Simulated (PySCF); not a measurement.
Cartesian coordinates in Å; atom numbers follow the order of the lines, from 1:
```xyz
22

C    -3.301    0.248    0.073
O    -2.241   -0.217    0.853
C    -1.002    0.371    0.555
C    -0.394   -0.036   -0.799
C     1.111    0.223   -0.746
C     1.708   -0.451    0.504
C     3.125   -0.001    0.832
Si    0.356   -0.140    1.808
H    -3.404    1.350    0.136
H    -4.225   -0.210    0.455
H    -3.196   -0.023   -0.995
H    -1.094    1.480    0.577
H    -0.861    0.487   -1.649
H    -0.582   -1.115   -0.940
H     1.612   -0.121   -1.667
H     1.293    1.313   -0.690
H     1.710   -1.543    0.324
H     3.159    1.077    1.060
H     3.810   -0.181   -0.013
H     3.533   -0.533    1.705
H     0.709    0.970    2.749
H    -0.017   -1.348    2.602
```

Geometry: PBE0-D3(BJ)/def2-SVP; GIAO absolute shieldings from PySCF 2.14.0 with density-fitted response routines, gas phase, non-relativistic, averaged over equivalent atoms.

At PBE0/pcSseg-1 (213 basis functions, 37 s wall time on 1 thread of an Arm Neoverse V1, shared host):
| atoms | σ (ppm) |
| --- | --- |
| C3 | 109.7 |
| C1 | 125.0 |
| C5 | 149.0 |
| C4 | 149.8 |
| C6 | 165.0 |
| C7 | 166.2 |
| O2 | 307.0 |
| Si8 | 372.6 |
| H22 | 27.16 |
| H21 | 27.41 |
| H12 | 27.99 |
| H9/H10/H11 | 28.03 |
| H13 | 28.89 |
| H15 | 29.38 |
| H14 | 30.05 |
| H18/H19/H20 | 30.15 |
| H17 | 30.22 |
| H16 | 30.43 |

**Question.** Predict the values at KT2/pcSseg-1 on the same geometry.

**Answer.** 
| atoms | σ at KT2/pcSseg-1 | change |
| --- | --- | --- |
| C3 | 104.7 | -5.0 |
| C1 | 122.8 | -2.2 |
| C5 | 146.0 | -3.0 |
| C4 | 147.1 | -2.7 |
| C6 | 160.2 | -4.8 |
| C7 | 164.1 | -2.1 |
| O2 | 287.6 | -19.4 |
| Si8 | 388.8 | +16.2 |
| H22 | 27.08 | -0.08 |
| H21 | 27.33 | -0.08 |
| H12 | 27.60 | -0.39 |
| H9/H10/H11 | 27.84 | -0.19 |
| H13 | 28.59 | -0.30 |
| H15 | 29.13 | -0.25 |
| H14 | 29.95 | -0.10 |
| H18/H19/H20 | 30.00 | -0.15 |
| H17 | 29.93 | -0.29 |
| H16 | 30.26 | -0.17 |

The largest change is at O2 (ether oxygen). Cost: 213 basis functions, 58 s wall time on 1 thread of an Arm Neoverse V1, shared host. The order of the carbon signals is the same at both levels.
